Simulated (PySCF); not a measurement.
Electron correlation in S⁺ (sulfur, charge +1)

[Ne] 3s2 3p3, high-spin 4S determinant. Computed with PySCF 2.14 in ANO-RCC-VTZP (5s4p2d1f, 34 functions), with the spin-free X2C one-electron Hamiltonian (Gaussian nucleus). Frozen: 1s2; 13 electrons correlated.

| level | correlation energy (mhartree) |
| --- | --- |
| CCSD | -125.89 |
| (T) | -3.89 |
| CCSD(T) | -129.78 |

Diagnostics: T1 = 0.0022, D1 = 0.0091, largest double amplitude 0.058.

Cost of the coupled-cluster step: of the order of 0.6 core-seconds, for 13 correlated electrons.

Iterations:

```
CC2 = 0
CCSD nocc = (np.int64(8), np.int64(5)), nmo = (33, 33)
frozen orbitals [[0], [0]]
max_cycle = 100
direct = 0
conv_tol = 1e-08
conv_tol_normt = 1e-06
diis_space = 8
diis_start_cycle = 0
Init t2, MP2 energy = -0.10690471867101
Init E_corr(UCCSD) = -0.106904718672167
cycle = 1  E_corr(UCCSD) = -0.12171207039716  dE = -0.0148073517  norm(t1,t2) = 0.0392772
cycle = 2  E_corr(UCCSD) = -0.124756133334879  dE = -0.00304406294  norm(t1,t2) = 0.0111557
cycle = 3  E_corr(UCCSD) = -0.125909921844232  dE = -0.00115378851  norm(t1,t2) = 0.0040018
cycle = 4  E_corr(UCCSD) = -0.125892285802429  dE = 1.76360418e-05  norm(t1,t2) = 0.000552037
cycle = 5  E_corr(UCCSD) = -0.125888956856556  dE = 3.32894587e-06  norm(t1,t2) = 5.38734e-05
cycle = 6  E_corr(UCCSD) = -0.125889514863029  dE = -5.58006473e-07  norm(t1,t2) = 1.03121e-05
cycle = 7  E_corr(UCCSD) = -0.125889446016199  dE = 6.88468296e-08  norm(t1,t2) = 3.48195e-06
cycle = 8  E_corr(UCCSD) = -0.125889464463635  dE = -1.84474359e-08  norm(t1,t2) = 6.33412e-07
cycle = 9  E_corr(UCCSD) = -0.125889460270885  dE = 4.19275062e-09  norm(t1,t2) = 8.03277e-08
UCCSD converged
E(UCCSD) = -398.3800271377159  E_corr = -0.1258894602708847
UCCSD(T) correction = -0.00388530279013573
```
